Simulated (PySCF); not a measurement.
## A survey of ¹⁹F NMR shifts

All values are calculated (PySCF 2.14): geometry: GFN2-xTB, GIAO PBE0/pcSseg-1 shieldings. Rapidly exchanging positions averaged, non-relativistic Hamiltonian, a single conformation, no solvent model.

Shieldings were converted by a linear fit to measured shifts: ¹⁹F (scatter 6.0 ppm rms, 7.0 ppm with the 5 outliers that the fit left out vs CFCl3, solution or neat liquid, with a term for F on sp3 carbon). A few per cent of atoms miss by over 2 rms, more outside the fitted compound classes.

Task: Give the ¹⁹F shifts of `FC[C@@H]1CN[Si@H](C(F)F)N1`, `O=S1(=O)C=C(F)C(C(F)F)=C1`, `C#CC(C#C)=CC(F)(F)F`, `C=C[P@@]1(=S)C[C@@H]1C(F)(F)F`.

Result: 
| compound | environment | δ (ppm) |
| --- | --- | --- |
| [F:1][CH2:2][C@@H:3]1[CH2:4][NH:5][Si@H:6]([CH:7]([F:8])[F:9])[NH:10]1 | F9: fluorine of a CF2 group | -137.9 |
| [F:1][CH2:2][C@@H:3]1[CH2:4][NH:5][Si@H:6]([CH:7]([F:8])[F:9])[NH:10]1 | F8: fluorine of a CF2 group | -139.2 |
| [F:1][CH2:2][C@@H:3]1[CH2:4][NH:5][Si@H:6]([CH:7]([F:8])[F:9])[NH:10]1 | F1: fluorine on an sp3 carbon | -225.3 |
| [O:1]=[S:2]1(=[O:3])[CH:4]=[C:5]([F:6])[C:7]([CH:8]([F:9])[F:10])=[CH:11]1 | F9/10: fluorine of a CF2 group (×2) | -118.0 |
| [O:1]=[S:2]1(=[O:3])[CH:4]=[C:5]([F:6])[C:7]([CH:8]([F:9])[F:10])=[CH:11]1 | F6: vinylic fluorine | -127.0 |
| C#CC(C#C)=CC(F)(F)F | fluorine of a CF3 group (×3) | -58.9 |
| C=C[P@@]1(=S)C[C@@H]1C(F)(F)F | fluorine of a CF3 group (×3) | -62.0 |

Task: Order these by ¹⁹F shift, lowest first.
A. C#CC[C@](F)(CC)[SiH2]C
B. C#CC#C/C=C\C(F)(F)F
C. FC1([SiH]2CCCC2)CC1
D. C=C=C=CC#CC(F)(F)F

Result: C (-208.2 ppm, fluorine on an sp3 carbon), A (-183.0 ppm, fluorine on an sp3 carbon), B (-59.5 ppm, fluorine of a CF3 group), D (-48.7 ppm, fluorine of a CF3 group).
